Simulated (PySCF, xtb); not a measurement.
H5Sn, SMILES [SnH5-], charge -1.

GFN2-xTB (xtb 6.7.1) at its own geometry gives an orbital gap of 4.11 eV.

Coordinates come from a B3LYP-D3(BJ)/def2-TZVPD optimisation. The def2 effective core potentials stand for the cores of Sn; spin–orbit coupling is left out.

What does CAM-B3LYP/def2-TZVPD in PySCF give? (An estimate is asked for; the answer gives what the named calculation found.)

gap 5.94 eV (levels -1.62 and 4.32 eV).
